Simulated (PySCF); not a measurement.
CH₈OSi₂Te.
SMILES with atom numbers: `[OH:1][SiH2:2][CH2:3][Te:4][SiH3:5]` (hydrogens: H6 on O1; H7, H8 on Si2; H9, H10 on C3; H11, H12, H13 on Si5)

Method: PBE0-D3(BJ)/def2-SVP geometry optimisation, gas phase, def2 core potentials past Kr (PySCF); density fitting, grid level 1; the optimiser is geomeTRIC in internal coordinates, started from a GFN2-xTB structure with every atom displaced at random (about 0.01 Å).

Geometry at step 0:
```
atom  x, y, z in Å
O1      2.5621   -0.6760    1.1243
Si2     1.3015    0.3557    0.8003
C3      0.8577   -0.0095   -0.9993
Te4    -0.7555    1.1962   -1.6860
Si5    -2.5124   -0.1163   -0.4602
H6      2.9607   -0.6626    1.9707
H7      0.1854    0.0696    1.6874
H8      1.7383    1.7599    0.9574
H9      0.6292   -1.0475   -1.1215
H10     1.7091    0.2235   -1.6333
H11    -2.2465   -1.5465   -0.5213
H12    -3.7817    0.1781   -1.0849
H13    -2.6420    0.2588    0.9563
```

Q: Give the atomic forces at this geometry.

A: 
```
atom  Fx (eV/Å)  Fy (eV/Å)  Fz (eV/Å)
  O1     -0.375     -0.229     -1.222
 Si2      0.520     -0.200     -0.905
  C3      0.470      0.731      1.103
 Te4     -0.607      0.198     -0.155
 Si5      0.568      0.527      0.165
  H6      0.617      0.031      1.334
  H7     -0.718     -0.065      0.427
  H8     -0.039      0.335      0.003
  H9     -0.294     -1.052     -0.230
 H10      0.362      0.104     -0.307
 H11      0.245     -0.718     -0.128
 H12     -0.811      0.203     -0.527
 H13      0.062      0.133      0.440
```

The largest, 1.47 eV/Å, acts on H6; the rms over all components is 0.557 eV/Å. The forces sum to zero within rounding, as they must for an isolated molecule in no field.

Q: Give the force on H6 in Eh/bohr and in nN.

A: 1.470 eV/Å ÷ 51.422 = 0.02859 Eh/bohr, and 1.470 eV/Å × 1.602 = 2.36 nN.

Q: How far is this geometry from the end of the optimisation?

A: 0.151 eV above it, and 0.153 Å rms away after alignment. The bonds farthest from their final lengths, with half the difference of the two atoms' forces along the bond (positive lengthens):

```json
{"bond": "C3–Te4", "now (Å)": "2.128", "final (Å)": "2.179", "force along bond (eV/Å)": "+0.46"}
{"bond": "Si5–H12", "now (Å)": "1.445", "final (Å)": "1.493", "force along bond (eV/Å)": "+0.72"}
{"bond": "Si2–H7", "now (Å)": "1.454", "final (Å)": "1.499", "force along bond (eV/Å)": "+0.87"}
{"bond": "Si5–H11", "now (Å)": "1.456", "final (Å)": "1.494", "force along bond (eV/Å)": "+0.59"}
{"bond": "C3–H9", "now (Å)": "1.070", "final (Å)": "1.099", "force along bond (eV/Å)": "+1.02"}
{"bond": "O1–H6", "now (Å)": "0.936", "final (Å)": "0.961", "force along bond (eV/Å)": "+1.37"}
```

The angle farthest from its final value is Te4–Si5–H11, 111.4° against 107.9°.

Of the 6 listed bonds off by 0.010 Å or more, this force points towards the final length in 6.

What follows is the cost of the whole optimisation. The run took 69 s wall on one thread, Arm Neoverse V2 (aarch64), on a shared host, and the process peaked at 0.51 GiB of memory.
